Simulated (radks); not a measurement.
The numbers below are computed, except where a source is named.
Ionisation ladder of ytterbium, from Yb LIII to Yb LXX (ions without a valid solution omitted). Each ion is in the ground configuration listed by NIST, and IE = E(next ion) - E(this ion), with E = 0 for the bare nucleus. Code: a radial shooting solver on a logarithmic mesh with Libxc functionals. Model: scalar-relativistic Kohn-Sham, SCAN, spin-polarised, spherical densities, finite nucleus; open shells are filled with parallel spins first (spin-orbit coupling, left out, can overturn this in heavy ions); meta-GGA in the generalised Kohn-Sham scheme; Fermi nuclear charge, rms radius 5.3108 fm.

| species | configuration | IE, Delta-SCF (eV) | -e(HOMO) (eV) | HOMO |
|---|---|---|---|---|
| Yb LIII | [Ar] | 5077.7 | 5025.6 | 3p |
| Yb LIV | [Ne] 3s2 3p5 | 5186.7 | 5135.2 | 3p down |
| Yb LV | [Ne] 3s2 3p4 | 5293.0 | 5242.9 | 3p down |
| Yb LXI | [Ne] | 14135.2 | 13989.9 | 2p |
| Yb LXII | [He] 2s2 2p5 | ? | 14291.5 | 2p down |
| Yb LXIII | [He] 2s2 2p4 | 14724.3 | 14586.3 | 2p down |
| Yb LXIV | [He] 2s2 2p3 | ? | 15005.9 | 2p up |
| Yb LXV | [He] 2s2 2p2 | ? | 15317.0 | 2p up |
| Yb LXVI | [He] 2s2 2p1 | 15764.9 | 15621.1 | 2p up |
| Yb LXIX | [He] | 70365 | 69931 | 1s |
| Yb LXX | 1s1 | ? | 71250 | 1s up |

Estimate the withheld Delta-SCF values.

Answer. Yb LXII: 14434.6 eV (NIST 14093); Yb LXIV: 15157.1 eV (NIST 14752); Yb LXV: 15466.0 eV (NIST 16191); Yb LXX: 71688 eV (NIST 71574.6).
